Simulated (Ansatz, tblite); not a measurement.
Removing and adding an electron: Al₈As₈H₂₂, a nanocrystal cut from wurtzite AlAs (hydrogen-capped). Total charge 0; singlet. Geometry: PBE-D4/def2-SVP. Ansatz, gas phase; energy differences of separate SCF runs; the oxidised species was run as a doublet alone; the reduced species was run as a doublet alone.

```xyz
38

Al   -2.617    2.170    3.346
As   -2.173   -0.308    3.809
As   -1.606    2.154    1.038
Al    0.847    1.749    1.049
Al   -1.090   -1.871    2.172
As    1.026   -0.702    1.576
As    1.753    1.907   -1.260
Al    4.259    1.663   -1.362
Al    2.220   -2.113   -0.092
As    4.283   -0.781   -0.603
Al   -2.950    0.746   -0.493
As   -2.376   -1.608    0.070
As   -1.761    1.065   -2.688
Al    0.671    0.481   -2.971
Al   -1.514   -2.945   -1.898
As    0.755   -1.838   -2.071
H    -1.694    2.991    4.364
H    -4.209    2.317    3.240
H    -1.403   -0.462    5.116
H    -3.458   -0.990    4.266
H    -1.767    3.575    0.501
H     1.640    2.638    2.113
H    -0.916   -3.357    2.728
H     1.883   -0.775    2.837
H     1.453    3.339   -1.702
H     4.960    2.506   -0.195
H     4.740    1.651   -2.890
H     2.526   -3.610    0.374
H     5.200   -0.941    0.605
H     5.105   -1.619   -1.576
H    -4.508    1.081   -0.591
H    -3.739   -2.217    0.395
H    -1.919    2.532   -3.077
H    -2.580    0.455   -3.820
H     1.169    0.664   -4.476
H    -1.334   -4.477   -1.471
H    -2.358   -2.471   -3.183
H     1.483   -2.600   -3.176
```

The xTB rows come from tblite. Correlated methods freeze 112 core orbitals; core or outer-core shells of As are correlated, in sets that lack core-valence functions. Single mean-field runs in def2-SVP are fitted with def2-universal-jkfit. HOMO above LUMO, or a gap near zero within one spin, warns that the state may not be the lowest or that an electron is smeared out.

```
            level  −HOMO (eV)  vertical IE (eV)  −LUMO (eV)  vertical EA (eV)  HOMO–LUMO gap (eV)  IE − EA (eV)                                                                                                               remarks
         GFN1-xTB       10.36             11.87        6.66              5.17                3.70          6.70                                                                                                                     –
         GFN2-xTB        9.83             11.38        7.17              5.56                2.66          5.82                                                                                                                     –
  PBE-D4/def2-SVP        6.21              7.81        2.25              0.87                3.96          6.95  HOMO above zero (-1 doublet), gap within one spin near zero (+1 doublet), gap within one spin near zero (-1 doublet)
 PBE0-D4/def2-SVP        7.21              8.35        1.58              0.66                5.64          7.69                                                                                          HOMO above zero (-1 doublet)
PBE-QIDH/def2-SVP           –              8.75           –              0.38                   –          8.37                                                                                                                     –
```

   A HOMO above zero means that the electron is unbound at that level or that self-interaction error raises the level; the energy of removing that electron tells which. Raw xTB energy differences between charge states are shifted by several eV; the methods need an empirical correction for them. Sets without diffuse functions give affinities that are too small.
